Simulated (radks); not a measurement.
Coulomb parameter of the 4d shell of the niobium ion Nb2+ in the model configuration [Kr] 4d2 5s1, as a second difference U = [E(n + 0.5) + E(n - 0.5) - 2 E(n)] / (0.5)^2 with all orbitals relaxed. "Bare": the charge of the atom changes with n. "Screened": the 5s shell takes up the change at fixed total charge, which measures U(4d,4d) + U(5s,5s) - 2 U(4d,5s). All-electron calculation, scalar-relativistic Kohn-Sham, SCAN, spin-unpolarised, spherical densities, finite nucleus; meta-GGA in the generalised Kohn-Sham scheme; Fermi nuclear charge, rms radius 4.324 fm. Program: a radial shooting solver on a logarithmic mesh with Libxc functionals.

case              configuration  E - E(n) (eV)
start              [Kr] 4d2 5s1          0.000
bare +0.5        [Kr] 4d2.5 5s1         -9.464
bare -0.5        [Kr] 4d1.5 5s1         12.243
screened +0.5  [Kr] 4d2.5 5s0.5         -1.609
screened -0.5  [Kr] 4d1.5 5s1.5          1.832

U(bare) = 11.119 eV, U(screened by 5s) = 0.892 eV, against the Slater integral F0(4d,4d) = 13.881 eV with frozen orbitals.
